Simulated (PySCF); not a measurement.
Computed shifts of a molecule F2H5NSi2, KT2/pcSseg-1 run with PySCF, GIAO, gas phase, atoms alike by connectivity averaged where their shifts nearly agree, in ppm (number of nuclei): ²⁹Si: -32.5 (1), -55.2 (1). ¹⁵N: 35.7 (1). ¹⁹F: -167.7 (1), -169.5 (1). ¹H: 4.99 (3), 4.89 (1), 1.05 (1). References: ²⁹Si against TMS (σ = 361.9 ppm); ¹⁵N against NH3 (σ = 266.2 ppm); ¹⁹F against CFCl3 (σ = 127.1 ppm); ¹H against TMS (σ = 31.47 ppm), references at their B3LYP-D3(BJ)/def2-TZVP geometries, non-relativistic. Geometry: TPSSh-D3(BJ)/def2-SVP. One conformer was computed; it need not be the lowest.

Q: Pick the molecule that these values belong to.
(A) F[SiH](F)N[SiH3]
(B) F[SiH2]N[SiH2]F
(C) N[Si@@H](F)[SiH2]F
(D) N[Si](F)(F)[SiH3]

A: A, F[SiH](F)N[SiH3]
